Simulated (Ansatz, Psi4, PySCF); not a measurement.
H$_{2}$, triplet, geometry from GFN2-xTB (a higher spin typed on purpose: for a closed-shell molecule this is an excited state), atoms displaced at random by about 0.08 Å a coordinate. Base run: HF/STO-3G, gradient (PySCF).

PySCF was given this input:
```python
from pyscf import gto, scf

mol = gto.M(
    atom='''
H    -0.01894643    0.03250313   -1.78495507
H    -0.00032358   -0.10322994    1.66214902
''',
    basis='sto-3g',
    spin=2,
    verbose=3,
)

mf = scf.UHF(mol)
mf.kernel()
g = mf.nuc_grad_method()
grad = g.kernel()
```

Programs used: Ansatz (an electronic-structure program), Psi4, PySCF; a row that names a program was run with it.

The coordinate followed is y of atom 1.

Variants of this job, named by their change:

```
change                                                  dE/dx (Eh/bohr)  net force (Eh/bohr)
------------------------------------------------------  ---------------  -------------------
base                                                          -0.000003             0.000000
finite difference step (bohr) = 0.05; conv_tol = 1e-11        -0.000003                    -
code = psi4                                                   -0.000003             0.000000
finite difference step (bohr) = 1e-3; conv_tol = 1e-11        -0.000003                    -
conv_tol = 1e-4                                               -0.000003             0.000000
conv_tol = 1e-6                                               -0.000003             0.000000
density fitting = on                                          -0.000003             0.000000
finite difference step (bohr) = 0.2; conv_tol = 1e-11         -0.000003                    -
finite difference step (bohr) = 0.01; conv_tol = 1e-11        -0.000003                    -
conv_tol = 1e-11                                              -0.000003             0.000000
code = ansatz                                                 -0.000003             0.000000
finite difference step (bohr) = 1e-5; conv_tol = 1e-11        -0.000003                    -
```

The net force is zero for an exact gradient.

Open shells are given as the SCF converged; they aren't shown to be the lowest states, and a large step between rows can be another state.
